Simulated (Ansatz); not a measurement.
`C#[C][GeH2][CH3]` + H₂O → `C#[C][GeH2][OH]` + CH₄ at 298.15 K and 1 bar (formal hydrolysis of a Ge–C bond).

Computed with Ansatz on PBE0-D4/def2-TZVP structures; ΔE is electronic, products minus reactants. CBS: MP2 limit from def2 TZ/QZ plus the TZ coupled-cluster correction, frozen cores. This one scheme is used for every species. For Ge outer-core shells are correlated without core-valence functions, which leaves a few kJ/mol of doubt a bond. Scalar relativity is left out up to krypton. Each species was taken in one conformer, which may not be the lowest.

| species | CCSD(T)/CBS energy (Eh) | H − E (kJ/mol) | S (J/(mol·K)) |
| --- | --- | --- | --- |
| `C#[C][GeH2][CH3]` | -2193.82018 | 206.5 | 330.2 |
| H₂O | -76.37941 | 66.4 | 188.7 |
| `C#[C][GeH2][OH]` | -2229.74950 | 145.3 | 328.2 |
| CH₄ | -40.46206 | 127.4 | 186.2 |

H − E and S are ideal-gas, rigid-rotor, harmonic terms from PBE0-D4/def2-TZVP, for one conformer and one mirror image of each species. 1 Eh = 2625.50 kJ/mol, R = 8.31446 J/(mol·K).

By hand: ΔE, ΔH, ΔS and ΔG.

ΔE = (-2229.74950) + (-40.46206) − (-2193.82018) − (-76.37941) = -0.01197 Eh = -31.4 kJ/mol. Δ(H − E) = 145.3 + 127.4 − 206.5 − 66.4 = -0.2, so ΔH = -31.6 kJ/mol. ΔS = 328.2 + 186.2 − 330.2 − 188.7 = -4.5 J/(mol·K). ΔG = -31.6 − 298.15 × (-4.5)/1000 = -30.3 kJ/mol.

By hand: the equilibrium constant, and the temperature at which ΔG would vanish if ΔH and ΔS stayed fixed.

log₁₀ K = −ΔG/(RT ln 10) = 5.3. ΔG = 0 at ΔH/ΔS = 7022 K, far beyond where these terms or the molecules hold.

The number of gas molecules stays the same, so ΔS is small and ΔH decides. A doubt of 5 kJ/mol in ΔE shifts log₁₀ K by 0.9 here. Other conformers and mirror images would add mixing entropy, several J/(mol·K) or more a flexible species. These are equilibria of isolated gas molecules and say nothing of rates. Largest T1 diagnostic: 0.012 (customary marks: 0.02 for closed shells, 0.045 for open ones).
